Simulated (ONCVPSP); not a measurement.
## Configuration tests for cerium (ONCV)

* Element: cerium (Ce)
* Generator: ONCVPSP 4.0.1
* Type: optimised norm-conserving Vanderbilt (ONCV)
* Functional: PBE
* Relativity: scalar-relativistic
* Frozen core: [Kr] 4d10
* Valence charge: 12
* Reference configuration: 4f1 5s2 5p6 5d1 6s1.75 6p0.25
* Partial waves: 5s+6s: rc 2.80 bohr, ncon 3, nbas 6, qcut 3.3 1/bohr, 2 projectors; 5p+6p: rc 2.75 bohr, ncon 3, nbas 6, qcut 4.9 1/bohr, 2 projectors; 5d: rc 3.90 bohr, ncon 3, nbas 8, qcut 4.4 1/bohr, 2 projectors, debl 0.7 Ha; 4f: rc 1.40 bohr, ncon 3, nbas 7, qcut 13.2 1/bohr, local
* Local potential: the f channel
* Core correction: Teter function, fcfact 3.25, rcfact 1.4

Energies are relative to the spin-unpolarised reference configuration 4f1 5s2 5p6 5d1 6s1.75 6p0.25; without spin polarisation the order of configurations can differ from experiment. Not all tests gave a result: 1 of 4 tests not solved or not reliable.

| valence configuration | charge | ΔE all-electron (eV) | error AE − PS (meV) |
| --- | --- | --- | --- |
| 4f1 5s2 5p6 5d1 6s2 6p0 | 0 | -0.602 | 0.0 |
| 4f1 5s2 5p6 5d1 6s1 6p0 | +1 | 5.468 | -1.7 |
| 4f1 5s2 5p6 5d1 6s0 6p0 | +2 | 16.549 | -12 |

Note: ghosts flagged at negative energy: s at -278.1 eV, p at -115.6 eV, d at -74.8 eV; no localised positive-energy state flagged. A true bound ghost makes a file unfit for plane-wave use.
